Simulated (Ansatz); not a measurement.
Computed with Ansatz on PBE0-D4/def2-TZVP structures; ΔE is electronic, products minus reactants. CBS: MP2 limit from def2 TZ/QZ plus the TZ coupled-cluster correction, frozen cores. DFT in def2-TZVPP. Each species was taken in one conformer, which may not be the lowest.

Reaction (redistribution): `F[SiH2]OC[SiH3]` + `N[SiH2]C[SiH2]Cl` → `F[SiH2]C[SiH2]Cl` + `N[SiH2]OC[SiH3]`

```csv
species,PBE energy (Eh)
`F[SiH2]OC[SiH3]`,-796.02380
`N[SiH2]C[SiH2]Cl`,-1136.39718
`F[SiH2]C[SiH2]Cl`,-1180.31371
`N[SiH2]OC[SiH3]`,-752.10761
```

(1) Work out ΔE.

Largest T1 diagnostic among the species: 0.012.

Answers

(1) ΔE = (-1180.31371) + (-752.10761) − (-796.02380) − (-1136.39718) = -0.00034 Eh = -0.2 kcal/mol. CCSD(T)/CBS gives +0.6 kcal/mol.

The D4 term adds +0.8 kcal/mol with B3LYP and +0.4 kcal/mol with PBE0; it sums over pairs of atoms, weighted by their polarisabilities, and B3LYP, whose exchange is more repulsive, gets the larger term.

B3LYP here is the variant with VWN-RPA as its local correlation; programs differ in this.
